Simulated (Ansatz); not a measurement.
Ansatz results at the PBE0-D4/def2-TZVP geometry: HOMO energy (ωB97M-V/def2-TZVPP) -9.58 eV; HOMO–LUMO gap (PBE0/def2-TZVPP) 8.00 eV; LUMO energy (PBE/def2-TZVPP) -0.20 eV.

Each molecule was computed in one conformer, which needn't be the lowest.

(1) Which molecule gave them?
A. `C[O][Ge]([CH3])([NH2])[F]`
B. `[CH3][GeH]([Cl])[SeH]`
C. `C[NH][GeH]([F])[O]C`
D. `C[O][Ge]([CH3])([Cl])[Se]C`

Answers

(1) C. The others give `C[O][Ge]([CH3])([Cl])[Se]C`: -8.94, 6.21, -1.43; `[CH3][GeH]([Cl])[SeH]`: -9.39, 6.68, -1.46; `C[O][Ge]([CH3])([NH2])[F]`: -10.21, 8.28, -0.41.
